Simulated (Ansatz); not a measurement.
Basis-set extrapolation for CH$_{7}$AlBN, SMILES `[CH3][AlH][BH]N` (PBE0-D4/def2-TZVP geometry, frozen core, Ansatz 0.2.0). Multiplicity 1, RHF reference.

|  | def2-TZVPP | def2-QZVPP |
| --- | --- | --- |
| HF | -363.069108 | -363.082109 |
| MP2 correlation | -0.575911 | -0.614522 |
| CCSD(T) correlation | -0.646126 | not run |

Energies in hartree. Use E(X) = E(∞) + A·exp(−7.88·√X) for Hartree–Fock and E(X) = E(∞) + B·X^(−2.97) for correlation, with X = 3 and 4, and add CCSD(T) minus MP2 of the smaller set to the MP2 limit.

Q: What is the CCSD(T) energy at the basis-set limit?

A: HF limit: -363.082109 + (-0.013001) × 0.13774 = -363.08390. MP2 limit: -0.614522 + (-0.038611) × 0.74074 = -0.64312. Higher-order term: -0.646126 − (-0.575911) = -0.07022. Total: -363.79724 hartree, 215.3 kJ/mol below CCSD(T)/def2-TZVPP.
